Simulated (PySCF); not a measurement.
# Electron correlation in O²⁺ (oxygen, charge +2)

[He] 2s2 2p2, high-spin 3P determinant. All numbers are calculated (PySCF 2.14, the spin-free X2C one-electron Hamiltonian (Gaussian nucleus), in aug-cc-pCVTZ-DK). Frozen: nothing; 6 electrons correlated.

MP2 pair energies summed by pair of shells (mhartree):

```csv
pair,energy,share (%)
2s-2p,-47.58,37.0
1s-1s,-35.50,27.6
2s-2s,-22.85,17.8
1s-2p,-7.99,6.2
2p-2p,-7.80,6.1
1s-2s,-6.76,5.3
```

Total MP2 correlation energy: -128.48 mhartree.

Same-spin part -18.81 and opposite-spin part -109.67 mhartree; SCS-MP2 scales them by 1/3 and 6/5 to -137.87 mhartree.
